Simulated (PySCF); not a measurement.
## Mayer bond orders and bond lengths

Species: CH11NSi4.
SMILES with atom numbers: `[H]/[N:1]=[CH:2]\[SiH2:3][SiH:4]([SiH3:5])[SiH3:6]` (hydrogens: H7 on N1; H8 on C2; H9, H10 on Si3; H11 on Si4; H12, H13, H14 on Si5; H15, H16, H17 on Si6)

Cartesian coordinates in Å at the PBE0-D3(BJ)/def2-SVP level; atoms count from 1:
```
atom  x, y, z in Å
N1     2.6063    0.8546    1.2972
C2     2.1095   -0.1979    0.7822
Si3    1.4858   -0.3925   -1.0065
Si4   -0.8428   -0.1220   -0.9048
Si5   -1.7160   -1.8543    0.4118
Si6   -1.2298    1.9320    0.1584
H7     2.6781    1.6054    0.5975
H8     1.9849   -1.0642    1.4621
H9     2.1076    0.6934   -1.8296
H10    1.8586   -1.7314   -1.5591
H11   -1.4485   -0.1402   -2.2752
H12   -1.4663   -3.1810   -0.2315
H13   -1.0313   -1.8280    1.7418
H14   -3.1858   -1.6803    0.6219
H15   -0.5517    3.0370   -0.5881
H16   -0.6690    1.8692    1.5421
H17   -2.6945    2.2212    0.2335
```

Bond orders from the PBE0/pcSseg-1 density (PySCF). Isolated species at its PBE0-D3(BJ)/def2-SVP geometry (one conformer only).

Q: Where do the orders between heavy atoms depart from those drawn in the SMILES?

A: The largest departure is 0.149, at C2–Si3 (drawn single, 0.851). Drawn single, order below 0.88: C2–Si3 (0.851), Si3–Si4 (0.868), Si4–Si5 (0.877) and Si4–Si6 (0.868).

Q: Give the Mayer order of every bond, beside its length.

A: 
```csv
bond,drawn as,length (Å),Mayer order
N1–C2,double,1.273,1.974
C2–Si3,single,1.904,0.851
Si3–Si4,single,2.346,0.868
Si4–Si5,single,2.344,0.877
Si4–Si6,single,2.345,0.868
N1–H7,single,1.029,0.934
C2–H8,single,1.108,0.917
Si3–H9,single,1.498,0.946
Si3–H10,single,1.496,0.928
Si4–H11,single,1.498,0.921
Si5–H12,single,1.495,0.929
Si5–H13,single,1.496,0.922
Si5–H14,single,1.495,0.934
Si6–H15,single,1.496,0.928
Si6–H16,single,1.494,0.925
Si6–H17,single,1.495,0.934
```

Q: Sum the orders of all bonds at each heavy atom with more than one neighbour and set the sums beside the valence in the SMILES.

A: N1 2.908 (drawn 3), C2 3.742 (drawn 4), Si3 3.593 (drawn 4), Si4 3.534 (drawn 4), Si5 3.662 (drawn 4), Si6 3.655 (drawn 4). Orders between atoms that aren't bonded are not in these sums.

The Mayer order sums products of elements of PS (density times overlap matrix) between the two atoms' basis functions, so it depends on the basis set.
